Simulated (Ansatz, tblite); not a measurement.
Cost and result up the ladder for the cluster Si₁₅ (the lowest singlet isomer of a short search) (15 atoms). Charge 0, multiplicity 1. Geometry: r2SCAN-D4/def2-SVP, loosely relaxed.

```xyz
15

Si    2.6642   -0.3690    0.6207
Si   -1.4638   -1.2298   -1.0467
Si   -0.0939    3.4579    1.5058
Si    1.0030   -2.0123    0.0851
Si   -2.1836    2.2020    2.1481
Si    0.0345    1.7604    3.3156
Si    2.0770   -3.0491   -1.8459
Si   -2.0672    0.9392   -1.9700
Si   -1.0656    1.6963    0.0297
Si    0.9999    1.2435    1.1046
Si    0.0229   -2.1184   -2.5981
Si    2.1109   -0.6163   -1.6586
Si   -0.9557    0.1151    1.8014
Si    0.0766    0.1642   -2.5847
Si   -1.1591   -2.1838    1.0931
```

Ansatz on 4 threads of Arm Neoverse V1 on a shared host; xTB runs through tblite on one thread. Times are rough, summed over both states, and most runs start from the orbitals of an earlier one. PBE0-D4/def2-SVP serves as the yardstick here, not as an exact answer. The other state is a triplet.

The xTB rows come from tblite. The structure comes from a short search, and lower isomers may exist.

xTB has no spin-polarisation term.

```
           level  functions  wall time  vertical triplet (eV)  difference from PBE0-D4/def2-SVP (eV)                                             remarks
        GFN1-xTB        135     0.11 s                   0.56                                  -0.69  loose geometry (singlet), loose geometry (triplet)
        GFN2-xTB        135     0.22 s                   0.68                                  -0.58  loose geometry (singlet), loose geometry (triplet)
 PBE-D4/def2-SVP        270       42 s                   1.11                                  -0.15  loose geometry (singlet), loose geometry (triplet)
PBE0-D4/def2-SVP        270    2.1 min                   1.26                                   0.00  loose geometry (singlet), loose geometry (triplet)
```
